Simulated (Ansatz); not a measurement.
Two shapes of singlet TiCl₄.

Shape 1:

```xyz
5

Ti   -0.0046    0.0309   -0.0390
Cl    1.2073    1.2625    1.2724
Cl    1.2276   -1.1979   -1.2345
Cl   -1.2497    1.2923   -1.2561
Cl   -1.2453   -1.2822    1.2117
```

Shape 2:

```xyz
5

Ti    0.0000    0.0000    0.0000
Cl    1.1446    1.1446    1.1446
Cl    1.1446   -1.1446   -1.1446
Cl   -1.1446    1.1446   -1.1446
Cl   -1.1446   -1.1446    1.1446
```

Basis set: 6-31G* (spherical functions). Left uncorrelated: 25 orbitals. Charge 0, multiplicity 1.

Computed with Ansatz (development build ahead of 0.2.0); each method stands on the lowest determinant of its kind that the runs found.

Question: Which shape is lower in energy, and by how much in each method?

Answer:

```csv
method,E(2) − E(1) (eV)
RHF,1.908
RHF-MP2,1.722
```

Shape 1 is lower. Caution: no unrestricted run beside it, a lower state can exist; other spin multiplicities were not run.
